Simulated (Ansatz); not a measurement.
Consider the redistribution: `C[Se][Hf]([Cl])([Cl])[Cl]` + `CO[SiH2]N` → `CO[SiH2][Se]C` + `[NH2][Hf]([Cl])([Cl])[Cl]`.

Computed with Ansatz on PBE0-D4/def2-TZVP structures; ΔE is electronic, products minus reactants. CBS: MP2 limit from def2 TZ/QZ plus the TZ coupled-cluster correction, frozen cores. This one scheme is used for every species. Elements past krypton have def2 core potentials. For Hf, Se outer-core shells are correlated without core-valence functions, which leaves a few kJ/mol of doubt a bond. Scalar relativity is left out up to krypton. One conformer a species, not always the lowest.

| species | CCSD(T)/CBS(def2) energy (Eh) |
| --- | --- |
| `C[Se][Hf]([Cl])([Cl])[Cl]` | -3868.08108 |
| `CO[SiH2]N` | -461.28168 |
| `CO[SiH2][Se]C` | -2845.93182 |
| `[NH2][Hf]([Cl])([Cl])[Cl]` | -1483.42216 |

Q: Work out ΔE.

A: ΔE = (-2845.93182) + (-1483.42216) − (-3868.08108) − (-461.28168) = 0.00878 Eh = +5.5 kcal/mol.

Largest T1 diagnostic among the species: 0.014.

In def2-TZVPP, CCSD(T) changes the Hartree–Fock value by +2.0 kcal/mol (the triples alone add +0.7 kcal/mol) and MP2 by +3.6 kcal/mol.
